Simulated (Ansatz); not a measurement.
PBE exchange is replaced step by step with exact exchange (0 % is PBE, 25 % PBE0; no dispersion term), basis def2-SVP, Ansatz. System: `C[Si](C)(C)C#Cc1ccc(-c2ccc(-c3ccc(-c4ccc(C#C[Si](C)(C)C)[se]4)[se]3)[se]2)[se]1`. Charge 0, multiplicity 1. Geometry: PBE-D4/def2-SVP.

Geometry of the singlet:

Cartesian coordinates in Å:
```
C 9.443 6.578 -1.651
Si 10.125 4.817 -1.757
C 10.429 4.340 -3.562
C 11.719 4.659 -0.753
C 8.878 3.659 -1.038
C 8.059 2.873 -0.540
C 7.125 1.988 0.017
C 7.322 0.990 0.973
C 6.173 0.254 1.343
C 4.983 0.612 0.702
C 3.681 0.027 0.890
C 3.336 -1.040 1.723
C 1.974 -1.416 1.715
C 1.134 -0.676 0.879
C -0.274 -0.820 0.659
C -1.110 -0.090 -0.189
C -2.472 -0.468 -0.194
C -2.820 -1.523 0.649
C -4.107 -2.125 0.860
C -4.446 -3.186 1.703
C -5.808 -3.570 1.706
C -6.644 -2.838 0.861
C -8.023 -2.975 0.644
C -9.240 -3.078 0.435
Si -11.054 -3.227 0.120
C -11.944 -1.830 1.032
C -11.345 -3.087 -1.743
C -11.633 -4.908 0.759
Se -5.646 -1.504 -0.054
Se -1.282 -2.142 1.575
Se 2.143 0.656 -0.021
Se 5.300 2.026 -0.513
H 9.240 6.863 -0.598
H 10.170 7.304 -2.071
H 8.495 6.674 -2.219
H 9.495 4.410 -4.157
H 11.182 5.014 -4.024
H 10.806 3.299 -3.641
H 11.544 4.919 0.311
H 12.500 5.338 -1.151
H 12.110 3.622 -0.792
H 8.317 0.807 1.402
H 6.208 -0.551 2.090
H 4.084 -1.557 2.341
H 1.589 -2.244 2.329
H -0.724 0.728 -0.816
H -3.220 0.037 -0.824
H -3.692 -3.690 2.326
H -6.202 -4.388 2.325
H -11.769 -1.894 2.124
H -11.585 -0.839 0.686
H -13.038 -1.881 0.853
H -10.818 -3.895 -2.290
H -10.975 -2.116 -2.131
H -12.427 -3.160 -1.976
H -11.101 -5.733 0.244
H -12.721 -5.037 0.584
H -11.446 -5.005 1.847
```

Single mean-field runs in def2-SVP are fitted with def2-universal-jkfit.

| exact exchange (%) | HOMO (eV) | LUMO (eV) | gap (eV) |
| --- | --- | --- | --- |
| 5 | -4.70 | -3.00 | 1.70 |
| 10 | -4.85 | -2.92 | 1.93 |
| 15 | -5.01 | -2.83 | 2.17 |
| 25 | -5.32 | -2.65 | 2.67 |
| 35 | -5.64 | -2.46 | 3.18 |
| 50 | -6.14 | -2.16 | 3.98 |

(1) Estimate the row for 0 %.

Results:

(1) 
| exact exchange (%) | HOMO (eV) | LUMO (eV) | gap (eV) |
| --- | --- | --- | --- |
| 0 | -4.55 | -3.08 | 1.47 |
